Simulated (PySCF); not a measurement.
# How the method changes the shape and vibrations of Cl2GeO

These are calculations, not measurements. They come from PySCF 2.14.0, an open-source quantum chemistry program, on an isolated molecule that a program drew, which may never have been made. The molecule is Cl2GeO (charge 0, singlet), drawn as the SMILES string `[O]=[Ge]([Cl])[Cl]`.

The geometry was optimised and harmonic frequencies were computed with HF and MP2, all in the cc-pV(D+d)Z basis, for the commonest isotopes, with a restricted reference for singlets and an unrestricted one otherwise, and a frozen core in MP2. Germanium has the cc-pVDZ-PP basis, with a core potential (ECP10MDF) in place of its 10 inner electrons, and its 3s, 3p and 3d shells are frozen in MP2. Each result is a local minimum of its method.

Geometry at the HF minimum:
```xyz
4
Cl2GeO, angstrom
O     2.0970    1.6080   -2.6086
Ge    1.8129    2.0477   -1.0884
Cl    3.2163    2.8395    0.2703
Cl   -0.0332    1.9411   -0.0771
```

Lengths of the bonds as drawn, in Å (atoms numbered as above):
| bond | HF | MP2 |
|---|---|---|
| O1-Ge2 | 1.608 | 1.647 |
| Ge2-Cl3 | 2.108 | 2.129 |
| Ge2-Cl4 | 2.108 | 2.129 |

Rotational constants, in GHz:
```
constant,HF,MP2
A,3.973,3.821
B,2.516,2.482
C,1.541,1.505
```

Harmonic frequencies in cm^-1, each column in rising order, so a row needn't be the same motion in every method:
```
rank    HF   MP2
   1   174   162
   2   210   185
   3   235   214
   4   453     ?
   5   481   461
   6  1047  1028
```

**Estimate the missing MP2 frequency from the HF column.**

A single factor s that minimises the squared misfit of MP2 against s times HF over the other rows is sum(HF x MP2) / sum(HF^2) = 0.9713, with an rms misfit of 12 cm^-1. For rank 4 it gives 0.9713 x 453 = 440 cm^-1. The calculation gives 431 cm^-1, 9 cm^-1 below the estimate. The drawn bonds are on average 1.5 % longer in MP2 than in HF.
